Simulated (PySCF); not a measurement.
GeHMe2I, C₂H₇GeI.
Bonds: Ge1–C3, Ge1–C7, Ge1–I11. Hydrogens: H2 on Ge1; H4, H5, H6 on C3; H8, H9, H10 on C7.

The calculation used PBE0-D3(BJ)/def2-SVP geometry optimisation, gas phase, def2 core potentials past Kr (PySCF).

(1) List the bond lengths and angles at this level.

Results:

(1) 
```csv
bond,length (bohr)
Ge1–H2,2.912
"Ge1–C3, Ge1–C7",3.677
Ge1–I11,4.802
C3–H4 and 5 like bonds,2.078
```

Bonds in one row agree within 0.02 bohr and their mean is given. A selection of angles:
```csv
angle,degrees
H2–Ge1–C3,111.8
H2–Ge1–I11,105.6
C3–Ge1–C7,112.6
C3–Ge1–I11,107.1
Ge1–C3–H4,110.3
H4–C3–H5,109.0
```

Ge1 (germanium bonded to 2 C, I and H) is distorted tetrahedral (angles from 105.6° to 112.6°).

Point group: Cs (every atom within 0.08 Å of its image). PBE0-D3(BJ)/def2-SVP frequencies: not computed here.
